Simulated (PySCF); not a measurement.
Computed IR spectrum (relative IR intensity) of a molecule C2H7AlFN. Coordinates come from a PBE-D3(BJ)/def2-SVP optimisation. The values are those of a single conformer. Calculation: PySCF with PBE-D3(BJ)/def2-SVP. Frequencies are harmonic and unscaled.

ν (cm⁻¹): 194 (w), 217 (w), 300 (w), 532 (vs), 644 (m), 663 (m), 759 (vs), 855 (vs), 1042 (m), 1139 (s), 1170 (m), 1339 (m), 1378 (vw), 1402 (w), 1447 (vw), 2911 (vs), 2963 (m), 3031 (m), 3077 (w), 3494 (w) (against the strongest line: vs over 80 %, s over 45 %, m over 15 %, w over 4 %, vw less)

Problem. Identify the compound among the candidates.
(A) C[NH][Al]([CH3])[F]
(B) C[N](C)[AlH][F]
(C) C[CH2][Al]([NH2])[F]

Solution. A, C[NH][Al]([CH3])[F]
